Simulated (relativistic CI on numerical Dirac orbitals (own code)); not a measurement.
## V3+: M2,3 absorption edge

Computed with this model: Dirac-Coulomb-Breit CI, orbitals from a KLI potential per configuration, a model potential for QED, multiplet model of core-to-valence dipole absorption, unscaled Slater integrals; configurations [Ar] 3d2 → [Ne] 3s2 3p5 3d3; 80 K; Lorentzian 0.8 eV and Gaussian 0.3 eV FWHM. Energies are those of the free ion, without screening or charge transfer. The branching ratio is the share of the lower-energy edge in the whole absorption, uncertain by about 0.02 where the edges overlap. S is read from ⟨S²⟩ = S(S + 1).

Field parameters in Wybourne normalisation: D3d B²₀ = −7Dσ, B⁴₀ = −14Dq − 21Dτ, B⁴₃ = −14√(10/7) Dq; Oh B⁴₀ = 21Dq, B⁴₄ = √(5/14) B⁴₀; Td as Oh with Dq negative (B⁴₀ = 21Dq, B⁴₄ = √(5/14) B⁴₀). The field is a parameter set, without covalency.

Computed curve for D3d, 10Dq = 33000, Dσ = -120, Dτ = 340 cm⁻¹, scaled to 100 at the maximum (points under 2 are left out and the grid is thinned):

| Energy (eV) | Intensity |
| --- | --- |
| 37.2 | 2.2 |
| 37.9 | 2.1 |
| 38.6 | 3.0 |
| 39.3 | 6.3 |
| 40.1 | 3.1 |
| 40.8 | 3.1 |
| 41.5 | 5.1 |
| 42.2 | 5.3 |
| 42.9 | 6.4 |
| 43.6 | 5.7 |
| 44.4 | 7.6 |
| 45.1 | 6.9 |
| 45.8 | 5.8 |
| 46.5 | 5.0 |
| 47.2 | 7.2 |
| 47.9 | 9.6 |
| 48.6 | 15.3 |
| 49.4 | 20.7 |
| 50.1 | 28.8 |
| 50.8 | 65.0 |
| 51.5 | 53.6 |
| 52.2 | 26.5 |
| 52.9 | 26.9 |
| 53.7 | 19.4 |
| 54.4 | 10.3 |
| 55.1 | 13.4 |
| 55.8 | 32.1 |
| 56.5 | 73.5 |
| 57.2 | 99.1 |
| 57.9 | 34.6 |
| 58.7 | 14.8 |
| 59.4 | 13.8 |
| 60.1 | 5.7 |
| 60.8 | 4.8 |
| 61.5 | 9.7 |
| 62.2 | 15.6 |
| 63.0 | 6.9 |
| 63.7 | 7.3 |
| 64.4 | 5.6 |
| 65.1 | 2.1 |

The ground state has S = 1.00, and the centroid lies at 53.64 eV.
